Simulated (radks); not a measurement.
Radial electron density D(r) = 4 pi r^2 rho(r) of an atom or ion with 45 electrons. Calculated with a radial shooting solver on a logarithmic mesh with Libxc functionals: scalar-relativistic Kohn-Sham, SOGGA, spin-polarised, spherical densities, finite nucleus; Fermi nuclear charge, rms radius of each element as measured or else 0.836 A^(1/3) + 0.57 fm.

r (bohr),D(r) (e/bohr),spin D(r)
0.001388,2.393,-0.0000125
0.001836,3.873,-0.0000202
0.002429,6.181,-0.0000321
0.003214,9.684,-0.0000501
0.004253,14.81,-0.0000763
0.005627,21.92,-0.000112
0.007505,31.41,-0.000160
0.00993,42.10,-0.000213
0.01314,52.52,-0.000264
0.01739,59.84,-0.000300
0.023,61.39,-0.000296
0.03044,57.34,-0.000137
0.04027,53.12,0.000728
0.05328,56.87,0.00442
0.0705,69.60,0.0171
0.09328,78.24,0.0512
0.1234,69.55,0.120
0.1633,54.66,0.214
0.2178,56.51,0.261
0.2882,63.17,0.167
0.3813,46.93,0.0104
0.5045,23.14,0.0931
0.6675,18.27,0.548
0.8832,20.14,0.960
1.169,13.99,0.880
1.546,5.934,0.476
2.046,1.632,0.150
2.707,0.2770,0.0249
3.582,0.02349,0.00183
4.739,0.0007241,0.0000416

What is the nuclear charge?

Answer. Z = 48. The innermost maximum, from 1s, lies near gamma/Z bohr with gamma = sqrt(1 - (Z/c)^2) = 0.937, here 0.0195 bohr (found: 0.0214), and its height grows with Z. The density is that of the cadmium ion Cd3+ in [Kr] 4d9; the configuration itself is not fixed sharply by these data, and Z only to a few units. D(r) has 4 maxima, at r = 0.0214, 0.0940, 0.279, 0.835 bohr, and minima at 0.0419, 0.183, 0.621 bohr, inside which lie 2.00, 11.15, 29.03 electrons.
